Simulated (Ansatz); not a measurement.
`B[Se]C` and `B[Se]CC` differ in one atom or group.

Ansatz, PBE0-D4/def2-TZVP geometries, multiplicity 1. Each molecule was computed in one conformer, which needn't be the lowest.

Scalar relativity is left out up to krypton.

```json
{"property": "HOMO–LUMO gap (B3LYP/def2-TZVPP) / eV", "`B[Se]C`": "5.79"}
{"property": "HOMO–LUMO gap (ωB97M-V/def2-TZVPP) / eV", "`B[Se]C`": "10.23"}
{"property": "HOMO energy (PBE0/def2-TZVPP) / eV", "`B[Se]C`": "-7.42"}
{"property": "LUMO energy (B3LYP/def2-TZVPP) / eV", "`B[Se]C`": "-1.41"}
{"property": "HOMO energy (PBE/def2-TZVPP) / eV", "`B[Se]C`": "-6.40"}
{"property": "HOMO–LUMO gap (PBE0/def2-TZVPP) / eV", "`B[Se]C`": "6.20"}
```

Problem. What does the change do to each property? (An estimate is asked.)

Solution. Computed: 
```json
{"property": "HOMO–LUMO gap (B3LYP/def2-TZVPP) / eV", "`B[Se]CC`": "5.72", "shift": "-0.07"}
{"property": "HOMO–LUMO gap (ωB97M-V/def2-TZVPP) / eV", "`B[Se]CC`": "10.16", "shift": "-0.07"}
{"property": "HOMO energy (PBE0/def2-TZVPP) / eV", "`B[Se]CC`": "-7.37", "shift": "0.05"}
{"property": "LUMO energy (B3LYP/def2-TZVPP) / eV", "`B[Se]CC`": "-1.42", "shift": "-0.01"}
{"property": "HOMO energy (PBE/def2-TZVPP) / eV", "`B[Se]CC`": "-6.35", "shift": "0.05"}
{"property": "HOMO–LUMO gap (PBE0/def2-TZVPP) / eV", "`B[Se]CC`": "6.14", "shift": "-0.06"}
```

B3LYP here is the variant with VWN-RPA as its local correlation; programs differ in this.

Spin–orbit coupling is left out; it splits and shifts lone-pair levels of the heavy atoms by tenths of an eV.
